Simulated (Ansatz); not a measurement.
Molecule: NS, net charge 0, doublet state. 
Coordinates optimised at B3LYP-D3(BJ)/def2-TZVP (Ansatz, a quantum-chemistry and plane-wave program):
SMILES: [N]=S
```xyz
2

N      0.0000     0.0000    -1.0378
S      0.0000     0.0000     0.4540
```
Charge 0, spin multiplicity 2.

Basis-set convergence of Hartree-Fock and CCSD(T) correlation energies (hartree) with Ansatz. Correlated levels leave the core frozen unless marked. UHF or UKS for open shells. Spin-orbit coupling is left out. No relativistic terms.

The UHF reference is spin-contaminated (<S^2> 0.24 over the pure value in the largest basis). The T1 diagnostic of CCSD in the largest basis is 0.063, which is high, so the coupled-cluster rows are less sure than usual.

```tsv
basis	functions	E(HF)	E(corr, CCSD(T))
cc-pV(D+d)Z	37	-451.91630	-0.30786
cc-pV(T+d)Z	69	-451.94921	-0.38364
cc-pV(Q+d)Z	119	-451.95739	-0.40828
cc-pV(5+d)Z	191	-451.95918	-0.41724
```

Extrapolating the two largest sets (X = 4 and 5) as X^-3: E(corr) = (125·(-0.41724) - 64·(-0.40828))/61 = -0.4266 Eh, an estimate of the basis-set limit. The largest set recovers 97.8 % of it, the smallest 72.2 %.
